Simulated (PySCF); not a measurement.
propylene glycol (C$_{3}$H$_{8}$O$_{2}$), singlet, at a GFN2-xTB geometry; DF-PBE/6-31G run with PySCF.

The PySCF input:
```python
from pyscf import gto, scf, dft

mol = gto.M(
    atom='''
C     1.83324331    0.13638099    0.35090210
C     0.42691443    0.30654220   -0.21207806
O    -0.28124422    1.34971891    0.43155499
C    -0.38814764   -0.99223231   -0.10847029
O    -1.67642873   -0.82208827   -0.63781928
H     2.36667096    1.08275455    0.30757844
H     1.78849069   -0.19345144    1.38820166
H     2.38133734   -0.60316406   -0.22521041
H     0.47213216    0.61355869   -1.26229834
H    -0.25594914    1.19385292    1.38370519
H     0.09000513   -1.79465989   -0.67338889
H    -0.44945832   -1.29548663    0.95090902
H    -1.96390590    0.07140544   -0.40150486
''',
    basis='6-31g',
    verbose=4,
)

mf = dft.RKS(mol)
mf.xc = 'pbe'
mf = mf.density_fit(auxbasis='def2-universal-jkfit')
mf.kernel()
```

What the program printed (banner, timings and long lists left out):

```
PySCF version 2.14.0

[INPUT] verbose = 4
[INPUT] num. atoms = 13
[INPUT] num. electrons = 42
[INPUT] charge = 0
[INPUT] spin (= nelec alpha-beta = 2S) = 0
[INPUT] symmetry False subgroup None
[INPUT] Mole.unit = angstrom
[INPUT] Symbol           X                Y                Z      unit          X                Y                Z       unit  Magmom
[...]
nuclear repulsion = 195.328208364368
number of shells = 41
number of NR pGTOs = 142
number of NR cGTOs = 61
basis = 6-31g
ecp = {}

******** <class 'pyscf.df.df_jk.DFRKS'> ********
method = DFRKS
initial guess = minao
damping factor = 0
level_shift factor = 0
DIIS = <class 'pyscf.scf.diis.CDIIS'>
diis_start_cycle = 1
diis_space = 8
diis_damp = 0
SCF conv_tol = 1e-09
SCF conv_tol_grad = None
SCF max_cycles = 50
direct_scf = False
XC library pyscf.dft.libxc version 7.1.2
    S. Lehtola, C. Steigemann, M. J. T. Oliveira, and M. A. L. Marques,  SoftwareX 7, 1–5 (2018)
XC functionals = pbe
    J. P. Perdew, K. Burke, and M. Ernzerhof,  Phys. Rev. Lett. 77, 3865 (1996)
    J. P. Perdew, K. Burke, and M. Ernzerhof,  Phys. Rev. Lett. 78, 1396 (1997)
    J. P. Perdew, K. Burke, and M. Ernzerhof,  Phys. Rev. Lett. 77, 3865 (1996)
    J. P. Perdew, K. Burke, and M. Ernzerhof,  Phys. Rev. Lett. 78, 1396 (1997)
radial grids:
    Treutler-Ahlrichs [JCP 102, 346 (1995); DOI:10.1063/1.469408] (M4) radial grids

becke partition: Becke, JCP 88, 2547 (1988); DOI:10.1063/1.454033
pruning grids: <function nwchem_prune>
grids dens level: 3
symmetrized grids: False
atomic radii adjust function: <function treutler_atomic_radii_adjust>
small_rho_cutoff = 0
Set gradient conv threshold to 3.16228e-05
Initial guess from minao.
tot grids = 148984
init E= -269.519595828127
[...]
cycle= 1 E= -268.965610574807  delta_E= 0.554  |g|= 0.956  |ddm|= 3.14
[...]
cycle= 2 E= -268.524402860793  delta_E= 0.441  |g|= 1.77  |ddm|=  3.2
[...]
cycle= 3 E= -269.145442913588  delta_E= -0.621  |g|= 0.169  |ddm|=  2.4
[...]
cycle= 4 E= -269.152067210943  delta_E= -0.00662  |g|= 0.0562  |ddm|= 0.249
[...]
cycle= 5 E= -269.152875083433  delta_E= -0.000808  |g|= 0.00798  |ddm|= 0.0615
[...]
cycle= 6 E= -269.152888756763  delta_E= -1.37e-05  |g|= 0.00453  |ddm|= 0.0144
[...]
cycle= 7 E= -269.152892722787  delta_E= -3.97e-06  |g|= 0.000659  |ddm|= 0.00471
[...]
cycle= 8 E= -269.15289281927  delta_E= -9.65e-08  |g|= 0.000244  |ddm|= 0.00111
[...]
cycle= 9 E= -269.15289283363  delta_E= -1.44e-08  |g|= 4.56e-05  |ddm|= 0.000297
[...]
cycle= 10 E= -269.152892834153  delta_E= -5.23e-10  |g|= 5.33e-06  |ddm|= 6.35e-05
[...]
Extra cycle  E= -269.152892834157  delta_E= -4.26e-12  |g|= 4.91e-06  |ddm|= 1.97e-05
converged SCF energy = -269.152892834157
```
